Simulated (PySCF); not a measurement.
Molecule: SMILES C[O+]([BH3-])C, C2H9BO.

Atoms are numbered as in `[BH3-:1][O+:2]([CH3:3])[CH3:4]`. Hydrogens are named by the atom that carries them.

Geometry PBE0-D3(BJ)/def2-SVP throughout; GIAO in PySCF 2.14, gas phase, one conformer, non-relativistic; equivalent atoms averaged; functional PBE0.

For orientation, 6-311+G(2d,p) gives these shifts δ (against BF3·OEt2, H2O, TMS at the same level): B1 0.8, O2 6.0, C3/C4 66.9, H(C3)/H(C4) 3.45, H(B1) 3.19 ppm.

A run gave: B1 2.2, O2 7.3, C3/C4 70.1, H(C3)/H(C4) 3.45, H(B1) 3.04 ppm (shifts δ (against BF3·OEt2, H2O, TMS at the same level)).

Problem. Which basis set was used in that run?
A. def2-TZVP
B. STO-3G
C. pcSseg-0
D. pcSseg-2
E. 6-31G*

Solution. D. O2 tells them apart best: pcSseg-2 gives 7.3, def2-TZVP gives 12.5, 6-31G* gives -2.7, STO-3G gives -51.9, pcSseg-0 gives -10.4 ppm.
